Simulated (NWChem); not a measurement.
System: WO₂Cl cation; SMILES [Cl][W+](=[O])=[O]

This spin state was assumed; another may lie lower. def2 effective core potentials on W; no spin-orbit coupling.

Problem. Give the equilibrium geometry at PBE0/def2-SVP with def2 effective core potentials on W (NWChem) as an XYZ file, with the point group.

Solution. point group Cs; any orientation.
```
4

W      0.2333    -0.2594     0.0000
O     -0.6282    -0.8357     1.3087
O     -0.6282    -0.8357    -1.3087
Cl    -0.1435     1.9147     0.0000
```
